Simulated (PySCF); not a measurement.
## Ar²⁺ (argon, charge +2) across methods

[Ne] 3s2 3p4, high-spin 3P determinant. All numbers are calculated (PySCF 2.14, scalar relativity by spin-free X2C-1e, in dyall-av3z).

| method | E (hartree) | mean ε 3s β (eV) | mean ε 3p α (eV) | mean ε 3p β (eV) | Σ⟨r²⟩ (bohr²) | ⟨S²⟩ |
| --- | --- | --- | --- | --- | --- | --- |
| M06 | -527.7709 | -50.952 | -38.243 | -35.710 | 15.51 | 2.002 |
| PW91 | -527.7739 | -48.847 | -36.533 | -34.231 | 15.57 | 2.003 |
| PBE | -527.5856 | -48.762 | -36.469 | -34.143 | 15.57 | 2.003 |
| BHandHLYP | -527.7949 | -53.053 | -40.250 | -37.722 | 15.60 | 2.004 |
| LDA | -526.1419 | -48.967 | -36.453 | -34.098 | 15.60 | 2.001 |
| PBE0 | -527.6228 | -50.929 | -38.489 | -36.000 | 15.55 | 2.004 |
| BLYP | -527.7999 | -48.730 | -36.227 | -34.036 | 15.61 | 2.002 |
| UHF | -527.12902 | -55.964 | -43.569 | -40.418 | 15.65 | 2.009 |
| r2SCAN | -527.7460 | -49.025 | -37.158 | -34.587 | 15.55 | 2.005 |
